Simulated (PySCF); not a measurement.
A TDDFT job was run through a driver script with this input:

```
{"job": {"kind": "uv", "xc": "B3LYP", "basis": "def2-SVPD", "ip": true}, "charge": 0, "multiplicity": 1}
N     -1.388968     0.510248     0.570648
C     -0.966418    -0.329077    -0.540289
Si     0.771018    -0.948117    -0.121672
C      1.920721     0.591978     0.079595
O      3.118756     0.539978    -0.050413
H     -2.248657     1.012352     0.360240
H     -1.570751    -0.050417     1.400335
H     -0.878306     0.293929    -1.447491
H     -1.647669    -1.163007    -0.812654
H      1.336248    -1.880214    -1.142019
H      0.727783    -1.645463     1.204017
H      1.416982     1.564323     0.343154
```

Output:

```
coarse grid: 10288 points
cycle   1  E = -499.4470971655  dE =  3.607e-01  |g| = 7.795e-01  |ddm| = 4.162e+00
cycle   2  E = -498.9058018462  dE =  5.413e-01  |g| = 1.785e+00  |ddm| = 2.543e+00
cycle   3  E = -499.5705630036  dE = -6.648e-01  |g| = 1.709e-01  |ddm| = 1.766e+00
cycle   4  E = -499.5755190181  dE = -4.956e-03  |g| = 9.579e-02  |ddm| = 3.300e-01
cycle   5  E = -499.5775492815  dE = -2.030e-03  |g| = 1.413e-02  |ddm| = 1.157e-01
cycle   6  E = -499.5775881184  dE = -3.884e-05  |g| = 5.531e-03  |ddm| = 1.782e-02
cycle   7  E = -499.5775948448  dE = -6.726e-06  |g| = 1.226e-03  |ddm| = 7.567e-03
final grid: 94152 points
cycle   8  E = -499.6524133925  dE = -1.707e-05  |g| = 5.985e-03  |ddm| = 6.947e-02
cycle   9  E = -499.6523919877  dE =  2.140e-05  |g| = 1.181e-02  |ddm| = 1.502e-02
cycle  10  E = -499.6524207453  dE = -2.876e-05  |g| = 1.625e-03  |ddm| = 9.870e-03
cycle  11  E = -499.6524213100  dE = -5.647e-07  |g| = 1.672e-04  |ddm| = 1.550e-03
cycle  12  E = -499.6524213161  dE = -6.144e-09  |g| = 7.118e-05  |ddm| = 3.401e-04
cycle  13  E = -499.6524213172  dE = -1.064e-09  |g| = 2.275e-05  |ddm| = 1.166e-04
cycle  14  E = -499.6524213173  dE = -1.201e-10  |g| = 4.206e-06  |ddm| = 3.977e-05
converged SCF energy = -499.6524213173

Static polarisability (au): isotropic 66.268, principal 55.189 66.085 77.529

Singlet excitations
state   eV       nm        f      main configurations
  1   3.1367    395.3   0.00095   H->L 0.94
  2   4.6362    267.4   0.01866   H-1->L 0.94
  3   5.7130    217.0   0.00612   H->L+1 0.91
  4   6.1226    202.5   0.01707   H->L+2 0.79, H-1->L+1 0.14
  5   6.2563    198.2   0.00338   H-1->L+1 0.65, H->L+3 0.15, H->L+2 0.11
  6   6.4889    191.1   0.00247   H-2->L 0.55, H->L+3 0.36
  7   6.5092    190.5   0.00837   H->L+3 0.42, H-2->L 0.40
  8   6.7950    182.5   0.00266   H->L+4 0.69, H-3->L 0.15
  9   6.8626    180.7   0.04138   H-1->L+2 0.64, H->L+5 0.17
 10   6.9327    178.8   0.01928   H-3->L 0.45, H->L+5 0.26, H->L+4 0.13

Triplet excitations (Tamm-Dancoff, eV): 2.4848 4.5151 5.5389 5.6456
Vertical ionisation energy (delta-SCF) = 8.7565 eV
Vertical electron affinity (delta-SCF) = -0.4629 eV
```

Computed, not measured: TDDFT B3LYP/def2-SVPD, vertical, gas phase, core orbitals frozen in the response (PySCF 2.14.0, density-fitted response routines). Geometry: PBE0-D3(BJ)/def2-SVP, one conformer, isolated molecule.

What share of the summed oscillator strength falls to the strongest level in this window?

State 9 at 181 nm: 0.0414 of 0.1203, or 34%.

How many basis functions and electrons does this run hold?

163 basis functions for 48 electrons in 24 doubly occupied orbitals.

What is the gap between the lowest singlet and the lowest triplet?

3.1367 − 2.4848 = 0.6519 eV (full response against Tamm–Dancoff).

Which orbital energies lie behind H and L?

HOMO -6.54 eV and LUMO -1.74 eV, a gap of 4.80 eV; state 1 differs from that by -1.67 eV.

What is the total energy of state 3 at this geometry?

-499.65242 + 0.20995 = -499.44247 hartree.

Write the structure that the coordinates describe.

`NC[SiH2]C=O` (C2H7NOSi), point group C1.

The SCF starts on a coarse grid; the energy jumps when the final grid takes over, and dE counts afresh there. H and L stand for HOMO and LUMO.

Shape of the structure used: `[NH2:1][CH2:2][SiH2:3][CH:4]=[O:5]`: N1–C2–Si3–C4 -60°, C2–Si3–C4–O5 -157°, H–N1–C2–Si3 170°, H–N1–C2–Si3 -70°.
